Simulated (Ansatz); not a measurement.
Reaction (formal hydrolysis of the In–F bond): `[CH3][In]([F])[F]` + H₂O → `[CH3][In]([OH])[F]` + H–F

Computed with Ansatz on PBE0-D4/def2-TZVP structures; ΔE is electronic, products minus reactants. CCSD(T)/CBS is the MP2 limit (def2-TZVPP, def2-QZVPP) plus CCSD(T) − MP2 in def2-TZVPP, frozen cores. This one scheme is used for every species. Functionals use def2-TZVPP. B3LYP here is the variant with VWN-RPA as its local correlation; programs differ in this. Elements past krypton have def2 core potentials. For In outer-core shells are correlated without core-valence functions, which leaves a few kJ/mol of doubt a bond. One conformer a species, not always the lowest.

**Question.** Is it downhill or uphill in electronic energy at CCSD(T)/CBS, and by how much? (An estimate is asked.)

**Answer.** The calculation gave: Uphill: ΔE = +33.3 kJ/mol.

**Question.** What do these levels give: r2SCANh-D4, revPBE, BLYP, PBE0, B3LYP, MP2/def2-QZVPP? (An estimate is asked.)

**Answer.** Ansatz gave: r2SCANh-D4 40.1, revPBE 40.9, BLYP 43.1, PBE0 39.1, B3LYP 42.5, MP2/def2-QZVPP 30.1 kJ/mol.

Largest T1 diagnostic among the species: 0.016.

At CCSD(T), def2-SVP lies +8.8 kJ/mol from the extrapolated value and def2-TZVPP −1.2 kJ/mol. Leaving LDA and LC-ωPBE aside and taking each functional with its dispersion term where it has one, the values, not all of them listed here, spread over 9.0 kJ/mol, from PBE-QIDH to B97M-V. LDA lies −6.7 kJ/mol from PBE without D4.
